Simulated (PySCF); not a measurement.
# Electron correlation in S⁺ (sulfur, charge +1)

[Ne] 3s2 3p3, high-spin 4S determinant. Computed with PySCF 2.14 in aug-cc-pwCVTZ (8s7p5d3f, 75 functions), with the non-relativistic Hamiltonian (point nucleus). Frozen: 1s2; 13 electrons correlated.

MP2 pair energies summed by pair of shells (mhartree):

```tsv
pair	energy	share (%)
2p-2p	-167.95	46.7
3s-3p	-61.13	17.0
2s-2p	-41.86	11.6
2p-3p	-22.97	6.4
3p-3p	-20.94	5.8
2p-3s	-19.50	5.4
3s-3s	-10.59	2.9
2s-2s	-8.20	2.3
2s-3p	-3.54	1.0
2s-3s	-2.81	0.8
```

Total MP2 correlation energy: -359.48 mhartree.

Same-spin part -102.90 and opposite-spin part -256.58 mhartree; SCS-MP2 scales them by 1/3 and 6/5 to -342.19 mhartree.
